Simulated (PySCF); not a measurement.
## Stretching HI⁺

Set-up: H x2c-SVPall, I x2c-SVPall; spin-free X2C with a Gaussian nucleus (PySCF 2.14). Energies in eV from H + I⁺ in their ground configurations at the same level. State: ²Π (doublet), unpaired electrons π ↑.

```csv
R (Å),UHF-CCSD
1.475,-2.729
1.541,-2.933
1.590,-3.005
1.639,-3.023
1.688,-2.997
1.754,-2.911
1.836,-2.745
1.934,-2.492
```

Put a parabola through the three lowest points of the UHF-CCSD curve and estimate Re, k and ωe (reduced mass 0.9999 u; 1 eV/Å² = 0.16022 mdyn/Å; ωe = 1302.8·√(k/μ) cm⁻¹).

Through R = 1.59, 1.639, 1.688 Å the second-order coefficient is 9.16 eV/Å², so Re ≈ 1.635 Å, k ≈ 2.94 mdyn/Å and ωe ≈ 2232 cm⁻¹. A polynomial fit of higher order to the unrounded UHF-CCSD energies gives Re = 1.632 Å, k = 2.95 mdyn/Å, ωe = 2236 cm⁻¹; anharmonicity and rounding make the difference.

The higher-order fit for each curve: UHF-CCSD: Re = 1.632 Å, ωe = 2236 cm⁻¹, De = 3.02 eV.

Correlated steps freeze 18 core orbitals. Correlated levels converge slowly with the basis: in double zeta they bind strong bonds too weakly, by up to about 1 eV, and carry superposition errors of some tenths. These are scalar-relativistic numbers at best; spin–orbit coupling would shift them, the dissociation energy most. For an ion De counts to the pair picked by the measured ionisation energies or electron affinities, which need not be the lowest pair at this level. The state is the lowest determinant that a PBE0 search found; another state may lie lower at other levels.
